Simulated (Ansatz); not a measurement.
Molecule: C₇H₁₃, charge 0, multiplicity 2. It need not be the lowest isomer of its formula. 
Geometry from a B3LYP-D3(BJ)/def2-TZVP (Ansatz, a quantum-chemistry and plane-wave program) optimisation:
SMILES: [CH]1[C@@H](C)CC[C@H]1C
```xyz
20

C     -2.2520    -0.2549    -0.9793
C     -1.2348    -0.2365     0.1614
C     -0.6110     1.1467     0.4399
C      0.7312     0.8282     1.1110
C      1.2358    -0.4430     0.3862
C      2.1713    -0.1190    -0.7933
C     -0.0342    -1.1001    -0.0515
H     -2.6473    -1.2599    -1.1398
H     -1.7891     0.0773    -1.9113
H     -3.0948     0.4057    -0.7630
H     -1.7598    -0.5641     1.0755
H     -1.2531     1.7860     1.0473
H     -0.4454     1.6608    -0.5115
H      0.5689     0.6067     2.1689
H      1.4439     1.6526     1.0556
H      1.7973    -1.0839     1.0770
H      3.0970     0.3396    -0.4368
H      1.6938     0.5716    -1.4913
H      2.4307    -1.0239    -1.3457
H     -0.0800    -2.0970    -0.4709
```
Charge 0, spin multiplicity 2.

Property: atomisation energy (electronic, to ground-state atoms), in kJ/mol. Correlated levels leave the core frozen unless marked. Open shells are spin-unrestricted. No spin-orbit coupling. No relativistic terms. The coupled-cluster limit lacks core correlation, which all-electron functionals hold. CBS marks a two-point X^-3 extrapolation of the correlation energy; Hartree-Fock from the larger set. The bracket is a focal-point correction in the basis named.

```csv
level,program,atomisation energy (kJ/mol)
PBE0-D3(BJ)/def2-TZVP,Ansatz + dftd3,8254.3
BHLYP-D3(BJ)/def2-TZVPD,Ansatz + dftd3,…
CCSD/6-31G*,Ansatz,7459.8
CCSD/cc-pVDZ,Ansatz,…
"RI-MP2/CBS(cc-pVTZ,cc-pVQZ)+[CCSD(T)-MP2]/cc-pVTZ",Ansatz,8158.1
```

Problem. Some entries are withheld; supply them.

Solution. 
- BHLYP-D3(BJ)/def2-TZVPD, atomisation energy (kJ/mol): 8001.8
- CCSD/cc-pVDZ, atomisation energy (kJ/mol): 7558.3
